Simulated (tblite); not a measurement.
Species: C₁₀H₈.
Numbering: `[CH:1]#[C:2][C:3]1=[CH:4]/[CH:5]=[CH:6]\[CH:7]=[CH:8]/[CH:9]=[CH:10]\1` (hydrogens: H11 on C1; H12 on C4; H13 on C5; H14 on C6; H15 on C7; H16 on C8; H17 on C9; H18 on C10)

Structure used (GFN2-xTB), in Å, numbered top down from 1:
```xyz
18
C10H8 angstrom
C      2.2662   -0.3032    2.8977
C      1.6955   -0.1346    1.8543
C      1.0215    0.0198    0.6175
C      0.7806    1.2380    0.1178
C      0.1473    1.5219   -1.1670
C     -1.0589    1.1126   -1.5469
C     -1.9826    0.3017   -0.7496
C     -1.7332   -0.9068   -0.2595
C     -0.4864   -1.6558   -0.4406
C      0.7212   -1.2518   -0.0717
H      2.7631   -0.4317    3.8128
H      1.1264    2.1077    0.6660
H      0.7076    2.1932   -1.8091
H     -1.4606    1.4513   -2.4954
H     -2.9678    0.7367   -0.6229
H     -2.5160   -1.4465    0.2617
H     -0.6096   -2.6417   -0.8759
H      1.5769   -1.9046   -0.2009
```

Computed with GFN2-xTB (tblite): harmonic, unscaled wavenumbers at the GFN2-xTB geometry, gas phase. Against measured fundamentals such values can be off by several per cent, at times by over 20. One conformer, not necessarily the lowest.

Harmonic wavenumbers (cm⁻¹): 76.5, 119.1, 170.4, 210.9, 220.1, 250.2, 310.5, 334.3, 452.1, 473.8, 514.4, 613.2, 619.9, 662.8, 666.2, 717.5, 753.0, 801.9, 820.8, 842.7, 891.3, 900.2, 913.7, 918.7, 965.9, 1003.0, 1066.6, 1151.0, 1200.9, 1208.5, 1216.9, 1275.9, 1326.1, 1348.0, 1381.5, 1660.2, 1690.1, 1696.8, 1719.1, 2246.5, 3017.1, 3017.7, 3020.2, 3028.3, 3032.0, 3035.3, 3038.5, 3392.2.

A = 2501, B = 1081, C = 866.9 MHz; mass 128.063 u (most abundant isotopes); point group C1, symmetry number 1.

Question: What is the zero-point energy?

Answer: Half the sum of the wavenumbers: 29996 cm⁻¹ = 358.84 kJ/mol.

Question: What is S at 273.15 K and 1 bar for an ideal gas of classical rigid rotors and harmonic oscillators?

Answer: Translation 167.55, rotation 121.53, vibration 88.84: S = 377.9 J/(mol K).

Question: And Cp and H(273.15 K) − H(0)?

Answer: Cp = 147.61 J/(mol K), of which vibrations give 114.35 (their classical limit is 48 R = 399.1); H(273.15 K) − H(0) = 23.31 kJ/mol without the zero-point energy, 14.23 from vibrations.

Question: What must be added to the electronic energy to get the Gibbs energy at 273.15 K and 1 bar?

Answer: ZPE + [H(273.15 K) − H(0)] − T·S = 358.84 + 23.31 − 103.23 = 278.92 kJ/mol.

Question: Which modes carry the vibrational entropy at 273.15 K?

Answer: 76.5 cm⁻¹: 15.93; 119.1 cm⁻¹: 12.33; 170.4 cm⁻¹: 9.49; 210.9 cm⁻¹: 7.85; 220.1 cm⁻¹: 7.54; 250.2 cm⁻¹: 6.60 J/(mol K); the other 42 give 29.11 together.

Hindered rotation and anharmonicity are outside this model. Other conformers, if any are populated, would add a mixing term that is left out. The structure is chiral; the term R ln 2 for an equal mix with its mirror image is left out.
